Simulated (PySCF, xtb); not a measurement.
C₂H₄ClFSi₂, SMILES C#C[SiH2][Si@H](F)Cl.

GFN2-xTB (xtb) at its own geometry gives an orbital gap of 4.18 eV and a dipole moment of 1.86 D.

The structure is a stationary point at B3LYP-D3(BJ)/def2-SVP. The structure was generated by enumeration; whether it is a known compound was not checked. The values are those of a single conformer.

What does B3LYP/def2-TZVP run with PySCF give? (An estimate is asked for; the answer gives what the named calculation found.)

gap 6.82 eV (levels -7.85 and -1.03 eV), dipole 1.42 D.
